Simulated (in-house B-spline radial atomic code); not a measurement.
Radial electron density of Ce III (Ce2+), [Xe] 4f2. Computed with a radial B-spline atomic code at the basis-set limit: scalar-relativistic (X2C) PBE, spin-polarised, spherical fractional occupations, Fermi nucleus of rms radius 4.8771 fm.

One-electron X2C: radii and densities carry no picture-change correction, so inner-shell <1/r> comes out high (for 1s by about 2 % at Z = 33, 5 % at 54, 10 % at 75, 30 % at 118) and <r> low.

Columns: r (bohr), 4πr²n(r) (electrons per bohr), bar.

```
0.000645     2.14 #
0.000795    2.954 #
0.000979    4.057 ##
 0.00121     5.58 ##
 0.00149     7.59 ###
 0.00183    10.22 ####
 0.00226    13.75 ######
 0.00278    18.21 ########
 0.00343     23.9 ###########
 0.00422    30.76 ##############
  0.0052     38.9 #################
 0.00641    48.01 #####################
  0.0079    57.49 #########################
 0.00974    66.37 #############################
   0.012    73.33 ################################
  0.0148    77.04 ##################################
  0.0182    76.72 ##################################
  0.0224    72.96 ################################
  0.0277    68.12 ##############################
  0.0341    66.52 #############################
   0.042    71.67 ################################
  0.0517    83.41 #####################################
  0.0638    95.96 ##########################################
  0.0786     99.9 ############################################
  0.0968    91.24 ########################################
   0.119    77.76 ##################################
   0.147    73.28 ################################
   0.181    81.35 ####################################
   0.223    85.93 ######################################
   0.275    70.87 ###############################
   0.339    44.91 ####################
   0.417     31.4 ##############
   0.514    34.34 ###############
   0.634    36.32 ################
   0.781    27.58 ############
   0.962    16.27 #######
    1.19    10.24 #####
    1.46    8.192 ####
     1.8    6.044 ###
    2.22    3.307 #
    2.73    1.279 #
    3.37   0.3325 
    4.15  0.05971 
    5.11 0.007511 
     6.3 0.0007468
```

On this grid the curve has 4 maxima, near 0.0148, 0.0786, 0.223, 0.634 bohr.

The 5p up radial function P(r) = rR(r), positive near the nucleus:

```csv
r (bohr),P
0.00121,0.001162
0.00183,0.002271
0.00278,0.004519
0.00422,0.009014
0.00641,0.01787
0.00974,0.0347
0.0148,0.0646
0.0224,0.1111
0.0341,0.1696
0.0517,0.2045
0.0786,0.1426
0.119,-0.06565
0.181,-0.2826
0.275,-0.1513
0.417,0.3157
0.634,0.3612
0.962,-0.3295
1.46,-0.8572
2.22,-0.6427
3.37,-0.2056
5.11,-0.02406
```
